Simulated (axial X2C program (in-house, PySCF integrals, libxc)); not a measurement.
**MgCr: cheaper levels and CCSD(T), two-component**

All values were computed with an in-house relativistic program for diatomic molecules. Two-component (2c) means X2C with spin–orbit coupling and atomic mean-field two-electron Coulomb and Gaunt terms. Basis: Cr dyall-cv3z [9s10p6d3f2g], Mg dyall-cv3z [9s8p6d3f] (cores contracted in-house); Gaussian nuclei, density fitting, unrestricted open shells. Masses: Cr 51.941 u, Mg 23.985 u.

State: Ω = 3 (⟨Sz⟩ = 3.00, ⟨Lz⟩ = 0.00 at HF); fragments Cr + Mg.

```json
{"level": "PBE0", "Re (Å)": "2.920", "ωe (cm⁻¹)": "156.7", "De (eV)": "0.373"}
{"level": "MP2", "Re (Å)": "3.006", "ωe (cm⁻¹)": "125.6", "De (eV)": "0.156"}
{"level": "CCSD", "Re (Å)": "2.997", "ωe (cm⁻¹)": "130.2", "De (eV)": "0.217"}
{"level": "BP86", "Re (Å)": "2.859", "ωe (cm⁻¹)": "172.7", "De (eV)": "0.474"}
```

Correlated methods: 8 electrons correlated (number of frozen shells: Cr 3 s, 2 p; Mg 2 s, 1 p), 308 virtual spin orbitals or spinors in MP2, 90 natural virtuals in coupled cluster.

CCSD(T), same Hamiltonian and basis:

Re = 2.931 Å, ωe = 146.2 cm⁻¹, De = 0.28 eV; T1 = 0.033 (Lee–Taylor normalisation).

Give the differences from CCSD(T) in the columns below.



```tsv
level	ΔRe (Å)	Δωe (cm⁻¹)
PBE0	-0.011	10.5
MP2	0.075	-20.6
CCSD	0.066	-16.0
BP86	-0.072	26.5
```

The state is a single determinant with fixed occupations, the lowest that a limited PBE0 search found. Dissociation energies refer to the lowest single-determinant-based atoms at the same level and basis. Density functionals use the spin component along the axis (collinear). Coupled cluster ran in a truncated set of natural virtual spinors; the MP2 energy of the rest was added. (T) has no such correction and the atoms are truncated less, which lowers De at CCSD(T) by a hundredth of an eV or more. Other states lie close and PBE0, whose exact exchange favours high spin, may order them wrongly; the determinant shown need not be the ground state. The nearest other 2c determinant of the search, Ω = 2, lies 0.74 eV up at the distance of the search. With several unpaired electrons one determinant need not be a pure state. Open-shell Ω = 0 determinants with evenly filled partner blocks cannot be reached by this program, so the Ω shown need not be the lowest component. The levels of this run spread widely (ωe from 126 to 173 cm⁻¹), so these constants depend on the method. The bond is weak, and without diffuse functions and with truncated virtuals even CCSD(T) can be tens of per cent off in De.
